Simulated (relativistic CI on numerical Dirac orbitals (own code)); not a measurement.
**Dy XLIV: sensitivity of the levels to the model**

Base calculation: Dirac-Coulomb-Breit CI, orbitals from a KLI potential per configuration, model QED (radiative potential, 1s self-energy scaled to tabulated hydrogen-like ionisation energies), unscaled Slater integrals.

Configurations in the expansion (outside the closed core [Ne]): 3s²3p⁶3d⁵, 3s²3p⁵3d⁶, 3s²3p⁴3d⁷, 3s3p⁶3d⁶, 3p⁶3d⁷, 3s3p⁵3d⁷, 3s²3p⁶3d⁴4s, 3s²3p⁶3d⁴4p, 3s²3p⁴3d⁶4s, 3s²3p⁵3d⁵4s, 3s²3p⁶3d⁴4f, 3p⁶3d⁶4s, 3s²3p⁶3d³4s², 3s²3p⁶3d⁴5s, 3p⁶3d⁵4s². Levels of other configurations are missing.

The lowest level and the first level of each name with at least 55 % of one term (blank where a level has no safe partner in the second run):

| Level | Base (cm⁻¹) | Shift (cm⁻¹) |
| --- | --- | --- |
| 3s²3p⁶3d⁵ ⁴P5/2 | 0 | 0 |
| 3s²3p⁶3d⁵ ²D3/2 | 533631 | -35 |
| 3s²3p⁶3d⁵ ⁴D1/2 | 674021 | +377 |
| 3s²3p⁶3d⁵ ²I13/2 | 674958 | +396 |
| 3s²3p⁶3d⁵ ²G7/2 | 752759 | +247 |
| 3s²3p⁶3d⁵ ⁴F5/2 | 762525 | +218 |
| 3s²3p⁶3d⁵ ²G9/2 | 871291 | +80 |
| 3s²3p⁶3d⁵ ²P3/2 | 983648 | -167 |
| 3s²3p⁶3d⁵ ²P1/2 | 1203068 | +147 |
| 3s²3p⁵3d⁶ ⁶F°9/2 | 2710833 | -275 |
| 3s²3p⁵3d⁶ ⁴H°13/2 | 2764152 | -274 |
| 3s²3p⁵3d⁶ ⁴I°15/2 | 2828208 | -276 |

At this charge energies of transitions that change n are usually good to better than 1 %, and those within a shell (Δn = 0) to a few per cent.

Problem. One thing was changed in a second run, which moved the levels as shown. Which?
A. one mean potential for all configurations
B. QED terms removed
C. valence Slater integrals scaled by 0.9
D. Breit term removed
E. configuration mixing switched off

Solution. A. One mean potential for all configurations. One potential for all configurations removes the relaxation of the orbitals, which moves whole configurations and changes the integrals a little.

LS names give the leading component of a level, which can be under half, so a name can repeat, a term be missing and a line seem to break the LS rules.
